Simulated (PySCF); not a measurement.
**[TlF2]+ at several levels of theory**

Computed with PySCF 2.14.0 (density fitting, no spin-orbit coupling) at the geometry relaxed with PBE0:

```xyz
3
[TlF2]+ (singlet)
Tl    0.0000    0.0000    0.3955
F     1.9236    0.0000    0.3965
F    -1.9236    0.0000    0.3965
```

```json
{"level": "PBE0", "basis": "Tl def2-SVP with ECP60, F def2-SVP", "state": "singlet", "HOMO (eV)": "-18.10", "gap (eV)": "6.73", "charge on Tl1 (e)": "1.48", "dipole about the centre of mass (D)": "0.00", "largest force component (eV/Å)": "0.04"}
{"level": "PBE0", "basis": "Tl def2-TZVP with ECP60, F def2-TZVP", "state": "singlet", "HOMO (eV)": "-18.10", "gap (eV)": "6.89", "charge on Tl1 (e)": "1.42", "dipole about the centre of mass (D)": "0.00", "largest force component (eV/Å)": "1.09"}
```

Charges are Mulliken's, which hang on the basis. The relaxation used the grid (50, 194), these runs (75, 302) or, all-electron (x2c bases, spin-free X2C Hamiltonian), (99, 590).

A further run in the first row's basis gives HOMO (eV) -16.42, gap (eV) 4.35, charge on Tl1 (e) 1.52, dipole about the centre of mass (D) 0.00, largest force component (eV/Å) 0.58. Which level was it?
A. B3LYP
B. M06-L

B. The others give HOMO -17.76 eV (B3LYP).

In the first row's basis the gap widens with exact exchange: 4.3 eV for M06-L (none); 6.1 to 6.7 eV for B3LYP, PBE0 (a fixed share).
